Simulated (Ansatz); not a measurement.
# Ligand exchange: how K changes with temperature for AuCl + CHF3S ⇌ AuSH + CClF3

Species: AuCl (gold monochloride), singlet; CHF3S (trifluoromethanethiol) `FC(F)(F)S`, singlet; AuSH `[SH][Au]`, singlet; CClF3 `FC(F)(F)Cl`, singlet. The partners trade Cl for SH: Au–Cl and C–SH bonds give way to Au–SH and C–Cl.

The electronic reaction energy at CCSD(T)/def2-TZVPP is -13.0 kJ/mol. Shapes: PBE0-D4/def2-TZVP. Programs: Ansatz 0.2.0. Enthalpy and entropy come from rigid-rotor, harmonic-oscillator sums on unscaled PBE0-D4/def2-TZVP wavenumbers, ideal gases at 1 bar. Symmetry numbers: AuCl 1, CHF3S 1, AuSH 1, CClF3 3. R = 8.3145 J/(mol K).

| T (K) | ΔH (kJ/mol) | ΔS (J/(mol K)) |
| --- | --- | --- |
| 400 | -15.3 | +1.0 |
| 600 | -16.0 | -0.4 |
| 800 | ? | ? |

Work out ln K at 400 and 600 K, and from these estimate it at 800 K.


1. 400 K: ΔG = -15.3 − 400 × (+1.0)/1000 = -15.7 kJ/mol; ln K = −ΔG/RT = +4.72.
2. 600 K: ΔG = -16.0 − 600 × (-0.4)/1000 = -15.8 kJ/mol; ln K = −ΔG/RT = +3.17.
3. Slope against 1000/T: (+3.17 − (+4.72))/(1.6667 − 2.5000) = +1.86, that is −ΔH/R with ΔH near -15 kJ/mol.
4. 800 K: ln K = +4.72 + (+1.86) × (1.2500 − 2.5000) = +2.39.

The full sums give ΔH = -16.8 kJ/mol, ΔS = -1.5 J/(mol K), ΔG = -15.6 kJ/mol and ln K = +2.35 at 800 K, so the line is off by +0.04 in ln K; without rounding the miss is +0.04, from the change of ΔH with temperature. The products are favoured over this whole range. An error of 10 kJ/mol in the energy moves ln K by 1.5 at 800 K. Soft modes are treated as harmonic, which can err either way at these temperatures; the lowest are those of CHF3S (195 cm⁻¹). T1 is large for AuCl (0.025), AuSH (0.025), so single-reference values are less sure there. For atoms past krypton def2 sets carry core potentials with scalar relativity. Outer-core shells of Au are correlated, in sets that cover them unevenly.
